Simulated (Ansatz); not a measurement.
Molecule: SiNHF3, charge 0, multiplicity 2. SMILES: [NH][Si](F)(F)F
Geometry from a B3LYP-D3(BJ)/def2-TZVP (Ansatz, a first-principles code) optimisation:
```xyz
6

N      1.5498     0.3290    -0.7276
Si     0.0119     0.0097    -0.0115
F     -0.5048    -1.4378    -0.3748
F      0.0657     0.1545     1.5602
F     -1.0404     1.0457    -0.5537
H      2.2995    -0.2995    -0.4315
```
Charge 0, spin multiplicity 2.

Wanted: atomisation energy, in kcal/mol. Conventions: atomisation electronic, to ground-state atoms; no spin-orbit coupling; UHF or UKS for open shells; dispersion terms only where a functional's name holds one; frozen cores in correlated levels; non-relativistic. CBS(X,Y): correlation extrapolated as X^-3; Hartree-Fock from the larger set. First-principles rows: single points at B3LYP-D3(BJ) geometries (Ansatz).

```csv
species,coefficient,"E at B3LYP/STO-3G (Ansatz), Eh","E at wB97M-V/def2-TZVPD (Ansatz), Eh"
[NH][Si](F)(F)F,-1,-635.90069,-644.61327
F atom,+3,-98.26898,-99.74647
H atom,+1,-0.46753,-0.49411
N atom,+1,-53.88620,-54.59266
Si atom,+1,-285.94209,-289.35271
```

Coupled cluster (Ansatz) is a level with limits of its own, used here on species with T1 under 0.025 (0.045 for open shells) and stable references: CCSD(T)/CBS(cc-pV(T+d)Z,cc-pV(Q+d)Z). Value to compare with, CCSD(T)/CBS(cc-pV(T+d)Z,cc-pV(Q+d)Z) (Ansatz): 591.3 kcal/mol. 1 Eh = 627.5095 kcal/mol.

**Question.** Work the quantity out at each level, and compare with CCSD(T)/CBS(cc-pV(T+d)Z,cc-pV(Q+d)Z) (Ansatz).

**Answer.** 
- B3LYP/STO-3G: the sum of coefficient times E is 0.79793 Eh, or 500.71 kcal/mol. Result: 500.7 kcal/mol. Its difference against CCSD(T)/CBS(cc-pV(T+d)Z,cc-pV(Q+d)Z) (Ansatz) is -90.6 kcal/mol.
- wB97M-V/def2-TZVPD: the sum of coefficient times E is 0.93438 Eh, or 586.33 kcal/mol. Result: 586.3 kcal/mol. Its difference against CCSD(T)/CBS(cc-pV(T+d)Z,cc-pV(Q+d)Z) (Ansatz) is -5.0 kcal/mol.
